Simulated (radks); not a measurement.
Species: the calcium ion Ca+. Configuration: [Ne] 3s2 3p5 4s1 4p1 (not the ground configuration). Method: scalar-relativistic Kohn-Sham, LDA (Slater exchange, Perdew-Wang correlation), spin-polarised, spherical densities, point nucleus; open shells are filled with parallel spins first; computed with a radial shooting solver on a logarithmic mesh with Libxc functionals.

Radial electron density D(r) = 4 pi r^2 rho(r):

| r (bohr) | D(r) (e/bohr) | spin D(r) |
|---|---|---|
| 0.002887 | 0.5282 | 0.000352 |
| 0.003308 | 0.6798 | 0.000453 |
| 0.00379 | 0.8727 | 0.000582 |
| 0.004342 | 1.117 | 0.000745 |
| 0.004974 | 1.426 | 0.000952 |
| 0.005699 | 1.813 | 0.00121 |
| 0.006529 | 2.295 | 0.00154 |
| 0.00748 | 2.892 | 0.00194 |
| 0.00857 | 3.623 | 0.00243 |
| 0.009818 | 4.512 | 0.00304 |
| 0.01125 | 5.577 | 0.00378 |
| 0.01289 | 6.838 | 0.00466 |
| 0.01476 | 8.305 | 0.00572 |
| 0.01692 | 9.978 | 0.00696 |
| 0.01938 | 11.84 | 0.00842 |
| 0.0222 | 13.86 | 0.0101 |
| 0.02544 | 15.96 | 0.0121 |
| 0.02914 | 18.05 | 0.0145 |
| 0.03339 | 20.00 | 0.0173 |
| 0.03825 | 21.65 | 0.0209 |
| 0.04383 | 22.85 | 0.0256 |
| 0.05021 | 23.46 | 0.0319 |
| 0.05753 | 23.37 | 0.0408 |
| 0.06591 | 22.60 | 0.0533 |
| 0.07551 | 21.28 | 0.0708 |
| 0.08651 | 19.68 | 0.0947 |
| 0.09911 | 18.18 | 0.126 |
| 0.1136 | 17.23 | 0.165 |
| 0.1301 | 17.15 | 0.209 |
| 0.149 | 18.10 | 0.254 |
| 0.1708 | 19.91 | 0.292 |
| 0.1941 | 21.95 | 0.311 |
| 0.2223 | 23.79 | 0.303 |
| 0.2547 | 24.53 | 0.258 |
| 0.2919 | 23.62 | 0.181 |
| 0.3344 | 20.98 | 0.0886 |
| 0.3831 | 17.06 | 0.0145 |
| 0.4389 | 12.75 | 0.00128 |
| 0.5028 | 9.063 | 0.0859 |
| 0.5761 | 6.745 | 0.280 |
| 0.66 | 5.968 | 0.556 |
| 0.7562 | 6.307 | 0.843 |
| 0.8663 | 6.979 | 1.05 |
| 0.9925 | 7.240 | 1.11 |
| 1.137 | 6.710 | 1.01 |
| 1.303 | 5.476 | 0.794 |
| 1.493 | 3.941 | 0.578 |
| 1.71 | 2.551 | 0.453 |
| 1.959 | 1.585 | 0.455 |
| 2.245 | 1.073 | 0.553 |
| 2.572 | 0.8764 | 0.674 |
| 2.946 | 0.8042 | 0.738 |
| 3.375 | 0.7194 | 0.702 |
| 3.867 | 0.5746 | 0.571 |
| 4.43 | 0.3942 | 0.394 |
| 5.076 | 0.2276 | 0.228 |
| 5.815 | 0.1090 | 0.109 |
| 6.662 | 0.04256 | 0.0426 |
| 7.633 | 0.01333 | 0.0133 |
| 8.745 | 0.003283 | 0.00328 |
| 10.02 | 0.0006199 | 0.000620 |

D(r) has 3 maxima, at r = 0.0527, 0.255, 0.977 bohr, and minima at 0.123, 0.671 bohr, inside which lie 2.15, 10.39 electrons.
